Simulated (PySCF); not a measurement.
## Splitting trees

Structure with atom numbers: `[F:1][c:2]1[cH:3][c:4]([F:5])[c:6]([F:7])[c:8]([F:9])[cH:10]1`. Hydrogens are named by the atom that carries them.

PySCF calculation with structure optimised with PBE0-D3(BJ)/def2-SVP, J: B3LYP/pcJ-1 (spin–dipole term only in couplings to heteroatoms) and GIAO PBE0/pcSseg-1 shieldings; in vacuum, single conformer, one averaged value for each set of equivalent atoms, relativity neglected.

δ = σ(ref) − σ, references computed at the same level: 19F (177.25 ppm) vs CFCl3.

Spectrometer: 600 MHz for 1H. First-order analysis; couplings under 1 Hz (under 4 Hz in carbon signals) are ignored, and nearly equal couplings are merged; the smaller ones broaden or split the lines further.

Problem. What pattern does F1 show (19F)?

Solution. A doublet of triplets of triplets at δ -112.3: 19.7 Hz to F7 (1 × 19F, 5 bonds away), 8.8 Hz to H(C3)/H(C10) (2 × 1H, 3 bonds away), 2.0 Hz to F5/F9 (2 × 19F, 4 bonds away). Lines in Hz from the centre (relative intensity): +20.6 (1), +18.6 (2), +16.6 (1), +11.8 (2), +9.8 (4), +7.8 (2), +3.0 (1), +1.1 (2), +0.9 (1), -0.9 (1), -1.1 (2), -3.0 (1), -7.8 (2), -9.8 (4), -11.8 (2), -16.6 (1), -18.6 (2), -20.6 (1). The outer lines are 41.3 Hz apart, the sum of the couplings kept, or 0.073 ppm at this field.

Problem. What pattern does F7 show (19F)?

Solution. A doublet of triplets of triplets at δ -175.3: 19.7 Hz to F1 (1 × 19F, 5 bonds away), 12.7 Hz to F5/F9 (2 × 19F, 3 bonds away), 5.5 Hz to H(C3)/H(C10) (2 × 1H, 4 bonds away). Lines in Hz from the centre (relative intensity): +28.1 (1), +22.6 (2), +17.1 (1), +15.3 (2), +9.8 (4), +8.3 (1), +4.3 (2), +2.9 (2), +2.6 (1), -2.6 (1), -2.9 (2), -4.3 (2), -8.3 (1), -9.8 (4), -15.3 (2), -17.1 (1), -22.6 (2), -28.1 (1). The outer lines are 56.1 Hz apart, the sum of the couplings kept, or 0.099 ppm at this field.
